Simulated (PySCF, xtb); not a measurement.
B2BiO, SMILES O=B[B-]#[Bi], charge -1.

GFN2-xTB run with xtb at its own geometry gives an orbital gap of 1.83 eV.

Geometry: PBE0-D3(BJ)/def2-SVPD. The def2 effective core potentials stand for the cores of Bi; spin–orbit coupling is left out.

Problem. What does PBE/def2-TZVPD (PySCF) give? (An estimate is asked for; the answer gives what the named calculation found.)

Solution. gap 2.32 eV (levels -0.43 and 1.89 eV).
